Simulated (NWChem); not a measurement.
Molecule: SiNH3O, singlet; SMILES N[Si]O

```xyz
6

Si    -0.6591     0.0603     0.0000
O      0.4103     1.3490     0.0000
H      1.3631     1.2022     0.0000
N      0.4148    -1.2944     0.0000
H      1.4323    -1.2941     0.0000
H      0.0480    -2.2412     0.0000
```
Atoms are numbered in this order, from 1.

Low-valent species are run as closed-shell singlets; no triplet was tried in these runs. All runs use the structure optimised with PBE0/def2-SVP.

### Question
Give the principal values of the shielding tensors (ppm) of Si1, O2, N4 from B3LYP/6-31G* (spherical d), GIAO (NWChem), with their diamagnetic and paramagnetic parts as GIAO splits them.

### Answer
```
atom    σ11    σ22    σ33  isotropic  diamagnetic  paramagnetic
----  -----  -----  -----  ---------  -----------  ------------
Si1   124.2  379.6  446.8      316.9        878.4        -561.5
O2     49.6  244.6  272.5      188.9        391.9        -203.0
N4     28.6  179.3  244.6      150.8        322.1        -171.3
```
